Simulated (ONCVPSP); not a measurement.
**Pseudopotential generation for Pt: ONCV, PBE, non-relativistic.**

ONCVPSP 4.0.1 was run on this input:

```
# ATOM AND REFERENCE CONFIGURATION
# atsym  z   nc   nv     iexc    psfile
  Pt 78.00   10    4        4      upf
#
#   n    l    f
    1    0    2.00
    2    0    2.00
    2    1    6.00
    3    0    2.00
    3    1    6.00
    3    2   10.00
    4    0    2.00
    4    1    6.00
    4    2   10.00
    4    3   14.00
    5    0    2.00
    5    1    6.00
    5    2    9.00
    6    0    1.00
#
# PSEUDOPOTENTIAL AND OPTIMIZATION
# lmax
    2
#
#   l,   rc,      ep,       ncon, nbas, qcut
    0    1.65    0.00    4    8    6.20
    1    1.90    0.00    3    7    5.60
    2    1.65    0.00    4    9    5.80
#
# LOCAL POTENTIAL
# lloc, lpopt,  rc(5),   dvloc0
    4    3    1.20    0.00
#
# VANDERBILT-KLEINMAN-BYLANDER PROJECTORs
# l, nproj, debl
    0    2    1.20
    1    2    3.30
    2    2    0.40
#
# MODEL CORE CHARGE
# icmod, fcfact, rcfact
    3    4.75    1.75
#
# LOG DERIVATIVE ANALYSIS
# epsh1, epsh2, depsh
   -4.00    5.00    0.02
#
# OUTPUT GRID
# rlmax, drl
    6.00    0.01
#
# TEST CONFIGURATIONS
# ncnf
    4
# nvcnf
#   n    l    f
    4
    5    0    2.00
    5    1    6.00
    5    2    9.00
    6    0    0.00
#
    4
    5    0    2.00
    5    1    6.00
    5    2    8.00
    6    0    0.00
#
    4
    5    0    2.00
    5    1    6.00
    5    2    7.00
    6    0    0.00
#
    5
    5    0    2.00
    5    1    6.00
    5    2    8.00
    6    0    1.00
    6    1    1.00
#
```

Command:

```bash
oncvpspnr.x < Pt.dat > Pt.out
```

The program printed (shortened: citation, most of the input echo, consistency checks and plot data are left out):

```
ONCVPSP  (Optimized Norm-Conservinng Vanderbilt PSeudopotential)
scalar-relativistic version 4.0.1

#   n    l    f        energy (Ha)
    1    0    2.00    -2.6149473E+03
    2    0    2.00    -4.3509415E+02
    2    1    6.00    -4.1806013E+02
    3    0    2.00    -1.0132602E+02
    3    1    6.00    -9.3322659E+01
    3    2   10.00    -7.8394366E+01
    4    0    2.00    -2.1149320E+01
    4    1    6.00    -1.7717715E+01
    4    2   10.00    -1.1419827E+01
    4    3   14.00    -3.0213309E+00
    5    0    2.00    -2.9416948E+00
    5    1    6.00    -1.8755627E+00
    5    2    9.00    -2.6543339E-01
    6    0    1.00    -1.5083020E-01

Reference configufation results
  iterations    25
  all-electron total energy (Ha)   -1.73347872D+04

Begin loop to  construct optimized pseudo wave functions
and semi-local pseudopoentials for all angular momenta

Calculating optimized projector #   1

 for l=   0

    Fraction of norm inside rc  0.944005
    Optimizing pswf for qcut=   6.21 a_B^-1,  ecut=  19.25 Ha
    Residual kinetic energy error=  1.99D-04 Ha

    Energy error per electron        Cutoff
         Ha          eV             Ha
         0.01000     0.27211       12.69
         0.00100     0.02721       16.58
         0.00010     0.00272       28.17
         0.00001     0.00027       66.01

Calculating optimized projector #   2

 for l=   0

    Fraction of norm inside rc  0.044566
    Optimizing pswf for qcut=   6.21 a_B^-1,  ecut=  19.25 Ha
    Residual kinetic energy error=  1.08D-04 Ha

    Energy error per electron        Cutoff
         Ha          eV             Ha
         0.01000     0.27211        8.51
         0.00100     0.02721       15.30
         0.00010     0.00272       19.85
         0.00001     0.00027       50.74

   Wellstate for l =  1  n =  7
     eigenvalue =   1.4244
     asymptotic potential =   1.9244
     half-point radius =  3.8950

Calculating optimized projector #   1

 for l=   1

    Fraction of norm inside rc  0.954447
    Optimizing pswf for qcut=   5.60 a_B^-1,  ecut=  15.65 Ha
    Residual kinetic energy error=  3.52D-05 Ha

    Energy error per electron        Cutoff
         Ha          eV             Ha
         0.01000     0.27211       10.29
         0.00100     0.02721       12.75
         0.00010     0.00272       14.69
         0.00001     0.00027       26.42

Calculating optimized projector #   2

 for l=   1

    Fraction of norm inside rc  0.127455
    Optimizing pswf for qcut=   5.60 a_B^-1,  ecut=  15.65 Ha
    Residual kinetic energy error=  2.21D-05 Ha

    Energy error per electron        Cutoff
         Ha          eV             Ha
         0.01000     0.27211        9.44
         0.00100     0.02721       12.21
         0.00010     0.00272       14.27
         0.00001     0.00027       19.92

   Wellstate for l =  2  n =  6
     eigenvalue =   0.1346
     asymptotic potential =   0.6346
     half-point radius = 12.1419

Calculating optimized projector #   1

 for l=   2

    Fraction of norm inside rc  0.588657
    Optimizing pswf for qcut=   5.80 a_B^-1,  ecut=  16.82 Ha
    Residual kinetic energy error=  1.67D-03 Ha

    Energy error per electron        Cutoff
         Ha          eV             Ha
         0.01000     0.27211       13.81
         0.00100     0.02721       17.95
         0.00010     0.00272       82.02
         0.00001     0.00027      113.74

Calculating optimized projector #   2

 for l=   2

    Fraction of norm inside rc  0.025944
    Optimizing pswf for qcut=   5.80 a_B^-1,  ecut=  16.82 Ha
    Residual kinetic energy error=  1.03D-04 Ha

    Energy error per electron        Cutoff
         Ha          eV             Ha
         0.01000     0.27211        8.44
         0.00100     0.02721       13.10
         0.00010     0.00272       16.92
         0.00001     0.00027       35.38

Construct Vanderbilt / Kleinmman-Bylander projectors

B matrix Hermiticity error, ll=   0
   1   2    1.9095E-08

  Orthonormal projector coefficients  1.0530E+01  2.2198E+00

B matrix Hermiticity error, ll=   1
   1   2   -8.8863E-09

  Orthonormal projector coefficients  5.9780E+00  1.1045E+00

B matrix Hermiticity error, ll=   2
   1   2   -3.8741E-09

  Orthonormal projector coefficients  5.1339E+01  3.0437E+00

Model core correction analysis
  based on d2Exc/dn_idn_j

d2excae - all-electron derivatives

   -2.725328D-02   -2.498877D-02   -1.477886D-02   -1.260153D-03
   -2.498883D-02   -2.390622D-02   -1.604206D-02   -1.630738D-03
   -1.477894D-02   -1.604211D-02   -1.684364D-02   -7.524070D-03
   -1.260043D-03   -1.630433D-03   -7.522805D-03   -2.706076D-02

d2excps - pseudofunction derivatives with no core correction

   -3.973242D-02   -3.147254D-02   -1.622538D-02   -2.221780D-03
   -3.147378D-02   -2.900708D-02   -1.765854D-02   -2.114668D-03
   -1.622560D-02   -1.765868D-02   -1.776762D-02   -7.618468D-03
   -2.222032D-03   -2.114393D-03   -7.617200D-03   -2.713948D-02

rms 2nd derivative error    4.171701E-03

rmatch, rhocmatch    0.8312   15.7753

Teter function model core charge with specified parameters

d2excps - pseudofunction derivatives with core correction

   -1.883352D-02   -1.729777D-02   -1.064828D-02   -1.103070D-03
   -1.729777D-02   -1.704443D-02   -1.224050D-02   -1.495264D-03
   -1.064826D-02   -1.224047D-02   -1.444128D-02   -7.372998D-03
   -1.102957D-03   -1.494969D-03   -7.371726D-03   -2.693966D-02

rms 2nd derivative error    4.367684E-03

Pseudoatom total energy -118.089867

Diagnostic tests using Vanderbilt-Kleinman-Bylander pseudopotentials
  1 or more projectors used as specified by nproj input data

   l    rcore       rmatch      e in        delta e   norm test  slope test

   0   1.6537477   1.7039590  -2.9416948   0.0000005   1.0000004   1.0000005
   0   1.6537477   1.7039590  -0.1508302  -0.0000000   1.0000000   1.0000000

   1   1.9090653   1.9670286  -1.8755627  -0.0000103   0.9999901   0.9999866
   1   1.9090653   1.9670286   1.4244372   0.0000710   0.9999970   0.9999970

   2   1.6537477   1.7039590  -0.2654334  -0.0000000   1.0000000   1.0000000
   2   1.6537477   1.7039590   0.1345666  -0.0000000   1.0000000   1.0000000

 Testing for bound ghosts
   n   l    E NL Schr. Eq   E Basis Diag.   E Cutoff

   1   0       -2.941694       -2.941693     96.72
   2   0       -0.150830       -0.077228     96.72

   2   1       -1.875573       -1.875560     61.65

   3   2       -0.265433       -0.261941    161.99

 Testing for highly-localized positive-energy ghosts
       l    <radius>/rc     E Basis Diag.   E Cutoff

       0        0.720204        6.192481     96.72  WARNING - GHOST(+)

       2        0.796809      159.268757    161.99  WARNING - GHOST(+)

Test configuration 0

   n   l     f        eae           eps        diff
   1   0  2.0000-2614.94726460
   2   0  2.0000 -435.09414786
   2   1  6.0000 -418.06012877
   3   0  2.0000 -101.32601873
   3   1  6.0000  -93.32265858
   3   2 10.0000  -78.39436574
   4   0  2.0000  -21.14931951
   4   1  6.0000  -17.71771461
   4   2 10.0000  -11.41982698
   4   3 14.0000   -3.02133095
   5   0  2.0000   -2.94169483   -2.94169437    4.58D-07
   5   1  6.0000   -1.87556275   -1.87557301   -1.03D-05
   5   2  9.0000   -0.26543339   -0.26543340   -1.30D-08
   6   0  1.0000   -0.15083020   -0.15083021   -3.27D-09

    Total energies and differences
      AE_ref= -1.73347872D+04  AE_tst= -1.73347872D+04  dif=  0.00D+00
      PS_ref= -1.18089867D+02  PS_tst= -1.18089867D+02  dif=  0.00D+00
      PSP excitation error=  0.00D+00

Test configuration 1

   n   l     f        eae           eps        diff
   1   0  2.0000-2615.22594588
   2   0  2.0000 -435.37111138
   2   1  6.0000 -418.33714854
   3   0  2.0000 -101.60353162
   3   1  6.0000  -93.60015663
   3   2 10.0000  -78.67168539
   4   0  2.0000  -21.42714427
   4   1  6.0000  -17.99552584
   4   2 10.0000  -11.69758651
   4   3 14.0000   -3.29913182
   5   0  2.0000   -3.22155800   -3.22256736   -1.01D-03
   5   1  6.0000   -2.15625622   -2.15667590   -4.20D-04
   5   2  9.0000   -0.54308478   -0.54308732   -2.54D-06

    Total energies and differences
      AE_ref= -1.73347872D+04  AE_tst= -1.73345226D+04  dif=  2.65D-01
      PS_ref= -1.18089867D+02  PS_tst= -1.17825138D+02  dif=  2.65D-01
      PSP excitation error= -1.25D-04

Test configuration 2

   n   l     f        eae           eps        diff
   1   0  2.0000-2615.70918282
   2   0  2.0000 -435.85587351
   2   1  6.0000 -418.82189150
   3   0  2.0000 -102.08710299
   3   1  6.0000  -94.08377374
   3   2 10.0000  -79.15560253
   4   0  2.0000  -21.90997617
   4   1  6.0000  -18.47835879
   4   2 10.0000  -12.18043977
   4   3 14.0000   -3.78166538
   5   0  2.0000   -3.69508406   -3.69622338   -1.14D-03
   5   1  6.0000   -2.62436142   -2.62531387   -9.52D-04
   5   2  8.0000   -0.97856400   -0.97942034   -8.56D-04

    Total energies and differences
      AE_ref= -1.73347872D+04  AE_tst= -1.73337662D+04  dif=  1.02D+00
      PS_ref= -1.18089867D+02  PS_tst= -1.17068362D+02  dif=  1.02D+00
      PSP excitation error= -4.90D-04

Test configuration 3

   n   l     f        eae           eps        diff
   1   0  2.0000-2616.25527640
   2   0  2.0000 -436.40382367
   2   1  6.0000 -419.36992973
   3   0  2.0000 -102.63236372
   3   1  6.0000  -94.62915310
   3   2 10.0000  -79.70157588
   4   0  2.0000  -22.45339742
   4   1  6.0000  -19.02176322
   4   2 10.0000  -12.72382467
   4   3 14.0000   -4.32433405
   5   0  2.0000   -4.22163933   -4.22391800   -2.28D-03
   5   1  6.0000   -3.14333788   -3.14583003   -2.49D-03
   5   2  7.0000   -1.46104341   -1.46362412   -2.58D-03

    Total energies and differences
      AE_ref= -1.73347872D+04  AE_tst= -1.73325498D+04  dif=  2.24D+00
      PS_ref= -1.18089867D+02  PS_tst= -1.15850406D+02  dif=  2.24D+00
      PSP excitation error= -2.13D-03

Test configuration 4

   n   l     f        eae           eps        diff
   1   0  2.0000-2615.14240021
   2   0  2.0000 -435.29212543
   2   1  6.0000 -418.25796042
   3   0  2.0000 -101.52305768
   3   1  6.0000  -93.51972076
   3   2 10.0000  -78.59175192
   4   0  2.0000  -21.34581101
   4   1  6.0000  -17.91422019
   4   2 10.0000  -11.61640132
   4   3 14.0000   -3.21770148
   5   0  2.0000   -3.13045517   -3.12973129    7.24D-04
   5   1  6.0000   -2.05946344   -2.05951604   -5.26D-05
   5   2  8.0000   -0.42153130   -0.42221148   -6.80D-04
   6   0  1.0000   -0.22529006   -0.22517661    1.13D-04
   6   1  1.0000   -0.07761241   -0.07759684    1.56D-05

    Total energies and differences
      AE_ref= -1.73347872D+04  AE_tst= -1.73344984D+04  dif=  2.89D-01
      PS_ref= -1.18089867D+02  PS_tst= -1.17800765D+02  dif=  2.89D-01
      PSP excitation error= -2.84D-04
```

oncvpspnr.x prints “scalar-relativistic version” in its banner although the run is non-relativistic.

The run took about 3.7 s on one core of a shared server CPU.
